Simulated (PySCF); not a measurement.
Si(Vi)(NH2)3, SMILES C=C[Si](N)(N)N (C2H9N3Si), GFN2-xTB optimised geometry.

```
15

C     -0.93    -2.75     1.98
C     -1.28    -1.52     1.61
Si    -0.75    -0.69     0.00
N      0.99    -0.69     0.00
N     -1.46     0.88     0.00
N     -1.36    -1.39    -1.47
H     -0.28    -3.36     1.37
H     -1.26    -3.20     2.90
H     -1.93    -0.97     2.27
H      1.46    -0.38    -0.84
H      1.46    -1.49     0.38
H     -1.22     1.49     0.76
H     -1.43     1.39    -0.87
H     -1.11    -2.35    -1.67
H     -2.33    -1.25    -1.67
```

Density from PBE0/def2-TZVP run with PySCF 2.14.0 at that geometry.

Minimum of the electron density along straight lines between bonded atoms, close to the bond critical point (lines longer than 1.1 times the sum of covalent radii, or with two minima, are not listed):

```
bond    length / Å  ρ at the minimum / e bohr⁻³  ∇²ρ there / e bohr⁻⁵  position (fraction from the first atom)
------  ----------  ---------------------------  --------------------  ---------------------------------------
C1–C2        1.322                        0.356                 -1.10                                     0.51
C2–Si3       1.889                        0.120                  0.18                                     0.61
Si3–N4       1.735                        0.131                  0.52                                     0.40
Si3–N5       1.729                        0.134                  0.53                                     0.40
Si3–N6       1.739                        0.130                  0.52                                     0.40
C1–H7        1.079                        0.286                 -1.02                                     0.64
C1–H8        1.080                        0.286                 -1.02                                     0.64
C2–H9        1.082                        0.282                 -0.99                                     0.64
N4–H10       1.008                        0.337                 -1.64                                     0.74
N4–H11       1.006                        0.338                 -1.65                                     0.74
N5–H12       1.007                        0.338                 -1.65                                     0.74
N5–H13       1.007                        0.338                 -1.65                                     0.74
N6–H14       1.008                        0.337                 -1.63                                     0.73
N6–H15       1.007                        0.337                 -1.65                                     0.74
```
